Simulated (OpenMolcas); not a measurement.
Cr²⁺: effect of the basis set

```yaml
Program: OpenMolcas
Method: "MS-RASPT2, IPEA 0.25 Eh, imaginary shift 0.1 Eh (closed shells correlated: 3s)"
Active_space: 10 electrons in 8 orbitals (RAS1 3p, at most 2 holes; RAS2 3d)
State_averaging: 2S+1 = 5 even, 5 roots; 2S+1 = 3 even, 45 roots; 2S+1 = 1 even, 44 roots
Spin-orbit_coupling: RASSI with atomic mean-field integrals over the reference wave functions, term energies averaged over their components
```

A. ANO-R2 [6s4p4d2f], X2C, finite nucleus; CASPT2 step of the order of 100 core-seconds
B. ANO-RCC-VTZP [6s5p3d2f1g], DKH2, point nucleus; CASPT2 step of the order of 70 core-seconds
C. ANO-RCC-VQZP [7s6p4d3f2g1h], DKH2, point nucleus; CASPT2 step about 2 core-minutes

Energies in cm⁻¹ above 3d⁴ ⁵D₀, the measured ground level; measured values from Sugar and Corliss, J. Phys. Chem. Ref. Data 6, 317 (1977).

```json
{"Level": "3d⁴ ⁵D₀", "A": "0.0", "B": "0.0", "C": "0.0", "Measured": "0.0"}
{"Level": "3d⁴ ⁵D₁", "A": "69.3", "B": "68.8", "C": "69.9", "Measured": "62.2"}
{"Level": "3d⁴ ⁵D₂", "A": "205", "B": "204", "C": "207", "Measured": "183"}
{"Level": "3d⁴ ⁵D₃", "A": "402", "B": "399", "C": "405", "Measured": "357"}
{"Level": "3d⁴ ⁵D₄", "A": "655", "B": "651", "C": "659", "Measured": "576"}
{"Level": "3d⁴ ³P₀(1)", "A": "17330", "B": "17110", "C": "16670", "Measured": "16771"}
{"Level": "3d⁴ ³P₁(1)", "A": "17750", "B": "17520", "C": "17090", "Measured": "17169"}
{"Level": "3d⁴ ³H₄", "A": "18270", "B": "17640", "C": "17060", "Measured": "17274"}
{"Level": "3d⁴ ³H₅", "A": "18410", "B": "17780", "C": "17200", "Measured": "17397"}
{"Level": "3d⁴ ³P₂(1)", "A": "18480", "B": "18240", "C": "17830", "Measured": "17851"}
{"Level": "3d⁴ ³H₆", "A": "18580", "B": "17940", "C": "17370", "Measured": "17531"}
{"Level": "3d⁴ ³F₂(1)", "A": "19380", "B": "19010", "C": "18490", "Measured": "18452"}
{"Level": "3d⁴ ³F₃(1)", "A": "19450", "B": "19070", "C": "18550", "Measured": "18511"}
{"Level": "3d⁴ ³F₄(1)", "A": "19540", "B": "19160", "C": "18640", "Measured": "18583"}
{"Level": "3d⁴ ³G₃", "A": "22010", "B": "21450", "C": "20870", "Measured": "20704"}
{"Level": "3d⁴ ³G₄", "A": "22190", "B": "21630", "C": "21050", "Measured": "20853"}
{"Level": "3d⁴ ³G₅", "A": "22350", "B": "21790", "C": "21210", "Measured": "20996"}
{"Level": "3d⁴ ¹G₄(1)", "A": "26590", "B": "26250", "C": "25570", "Measured": "25139"}
{"Level": "3d⁴ ³D₃", "A": "27420", "B": "26900", "C": "26360", "Measured": "25726"}
{"Level": "3d⁴ ¹I₆", "A": "27440", "B": "26480", "C": "25640", "Measured": "26015"}
{"Level": "3d⁴ ³D₂", "A": "27480", "B": "26960", "C": "26410", "Measured": "25781"}
{"Level": "3d⁴ ³D₁", "A": "27530", "B": "27010", "C": "26470", "Measured": "25848"}
{"Level": "3d⁴ ¹S₀", "A": "28760", "B": "28810", "C": "28180", "Measured": "27372"}
{"Level": "3d⁴ ¹D₂", "A": "34060", "B": "33270", "C": "32520", "Measured": "32152"}
```

Deviations, from unrounded energies. A percentage is the sum of absolute deviations over the sum of measured energies, with the sign that they share, or ± where signs differ.

| Against measurement | Levels | A | B | C |
| --- | --- | --- | --- | --- |
| mean absolute deviation (cm-1) | 23 | 1000 | 610 | 240 |
| fine structure of the ground term (%) | 4 | +13.1 | +12.2 | +13.7 |
| other terms of the ground configuration (%) | 19 | +5.6 | +3.4 | ±1.3 |

C lies closest to measurement on these levels and A furthest from it. The largest miss of C in the table is 3d⁴ ¹S₀, by +810 cm-1. The ranking rests on the paired levels alone, and a cruder setting can come out closer through cancelling errors.

The two smallest mean deviations differ by little beside CASPT2's spread within terms, so their order carries little weight.

Among A to C the level of the table that moves most is 3d⁴ ¹I₆, by 1800 cm-1 (lowest in C, highest in A). Moves below CASPT2's spread within the term are not significant.

CASPT2 breaks the degeneracy within a term, and the mean is taken; among the terms shown or strongly mixed into the levels shown the widest spread is 1700 cm-1 (3d⁴ ¹I, B). Active for correlation alone: 3p; no level in the range computed is led by a configuration that opens it, so any true level of that kind is missing. The CASPT2 spread within a term exceeds the gap to the next term for 3d⁴ ³P(1) and 3d⁴ ³H, 3d⁴ ¹G(1) and 3d⁴ ¹I, 3d⁴ ¹I and 3d⁴ ³D, so the order of their levels is uncertain (figures for A; the like holds for B, C). Computed and measured levels are paired by configuration, term and J; levels that our copy of the source lacks, or whose pairing is in doubt (as where it misses far off the trend of its configuration), stay unpaired and out of the deviations. Levels of configurations outside the active space are missing. Levels that lie high or do not pair safely by name in every column are left out.

A number in round brackets counts repeated terms of one configuration in the order of the reference energies.
